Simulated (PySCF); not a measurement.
**C²⁺ (carbon, charge +2) across methods**

[He] 2s1 2p1, high-spin 3P determinant (an excited configuration). Computed with PySCF 2.14 in aug-cc-pVQZ-DK (6s5p4d3f2g, 80 functions), with scalar relativity by spin-free X2C-1e.

```tsv
method	E (hartree)	mean ε 1s β (eV)	mean ε 2s α (eV)	mean ε 2p α (eV)	Σ⟨r²⟩ (bohr²)	⟨S²⟩
M06-L	-36.3294	-310.59	-41.879	-33.940	4.390	2.000
LDA	-35.9340	-303.63	-41.233	-33.037	4.461	2.000
PBE	-36.2695	-306.22	-41.428	-33.357	4.425	2.000
UHF	-36.25227	-341.02	-49.561	-41.424	4.411	2.000
BP86	-36.3120	-306.73	-41.489	-33.360	4.415	2.000
PBE0	-36.2821	-315.12	-43.562	-35.457	4.414	2.000
r2SCAN	-36.3157	-310.14	-42.049	-33.982	4.399	2.000
r2SCANh	-36.3159	-313.29	-42.823	-34.743	4.398	2.000
PW91	-36.2973	-306.57	-41.501	-33.461	4.418	2.000
```
